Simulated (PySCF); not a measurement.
A GIAO shielding run with PySCF 2.14 (density fitting, non-relativistic, gas phase) on `InChI=1S/C2H2B2Cl2F2/c1-2(3(5)6)4(7)8/h1H2`:

```
$ OMP_NUM_THREADS=1 python probes_run.py task.json out

{"job": {"kind": "nmr", "xc": "OPBE", "basis": "pcSseg-1", "pop": false}, "charge": 0, "multiplicity": 1}
C     -0.576812    -1.292805    -0.004188
C     -0.005240    -0.068333    -0.015422
B      1.552719    -0.029697     0.021614
F      2.244199    -1.138240     0.227874
F      2.251440     1.065327    -0.184984
B     -0.905079     1.200077    -0.033683
Cl    -2.594593     1.108612    -0.510380
Cl    -0.293438     2.760978     0.465074
H     -1.663881    -1.423175    -0.048994
H      0.027122    -2.205067     0.056692
```

Hardware: 1 thread of an Arm Neoverse V1, shared host.

Task: How large is the calculation?

Result: 76 electrons, 160 basis functions and 870 auxiliary functions.

Task: How long does it take, and how much memory does it need?

Result: 22 s of wall time, with 16 SCF cycles; peak memory 0.8 GiB. Times on a shared host scatter by some tens of per cent.

Task: And these other runs on the same molecule and hardware: GIAO shielding at B97-D/pcSseg-1; GIAO shielding at BHandHLYP/pcSseg-1; GIAO shielding at BLYP/pcSseg-1; GIAO shielding at BP86/pcSseg-1; GIAO shielding at CAM-B3LYP/pcSseg-1; GIAO shielding at KT2/pcSseg-1?

Result: B97-D/pcSseg-1: 160 functions, 22 s; BHandHLYP/pcSseg-1: 160 functions, 14 s; BLYP/pcSseg-1: 160 functions, 21 s; BP86/pcSseg-1: 160 functions, 22 s; CAM-B3LYP/pcSseg-1: 160 functions, 20 s; KT2/pcSseg-1: 160 functions, 22 s.
